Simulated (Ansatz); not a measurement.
System: ZrF2 (charge 0, singlet). SMILES: [Zr]([F])[F]
Geometry: optimised at B3LYP-D3(BJ)/def2-TZVP (Ansatz, a program for electronic structure).

Quantity: atomisation energy (electronic, to ground-state atoms), in kcal/mol. Cores are frozen in the correlated levels unless marked. Open shells are spin-unrestricted. Spin-orbit coupling is left out. The frozen core is the preceding noble-gas configuration, with the filled d and f shells of earlier blocks. Past Kr the def2 sets carry scalar-relativistic core potentials. The coupled-cluster limit lacks core correlation, which all-electron functionals hold. CBS marks a two-point X^-3 extrapolation of the correlation energy; Hartree-Fock from the larger set.

The Hartree-Fock reference is unstable (checked in the largest basis), which strains HF and MP2. 

```csv
level,program,atomisation energy (kcal/mol)
SVWN5/def2-TZVPD,Ansatz,353.0
PBE/def2-TZVPD,Ansatz,[?]
BLYP-D3(BJ)/def2-TZVPD,Ansatz + dftd3,[?]
revPBE-D3(BJ)/def2-TZVPD,Ansatz + dftd3,297.0
revPBE/def2-TZVPD,Ansatz,295.5
B3LYP-D4/def2-TZVPD,Ansatz + dftd4,293.1
PBE0/def2-SVP,Ansatz,[?]
r2SCANh/def2-TZVPD,Ansatz,288.1
HSE06/def2-TZVPD,Ansatz,289.4
wB97M-V/def2-TZVPD,Ansatz,294.0
CCSD/def2-QZVPPD,Ansatz,288.9
"CCSD(T)/CBS(def2-TZVPPD,def2-QZVPPD)",Ansatz,[?]
```

### Question
Fill in the missing entries.

### Answer

- PBE/def2-TZVPD, atomisation energy (kcal/mol): 309.4
- BLYP-D3(BJ)/def2-TZVPD, atomisation energy (kcal/mol): 304.9
- PBE0/def2-SVP, atomisation energy (kcal/mol): 295.7
- CCSD(T)/CBS(def2-TZVPPD,def2-QZVPPD), atomisation energy (kcal/mol): 300.8
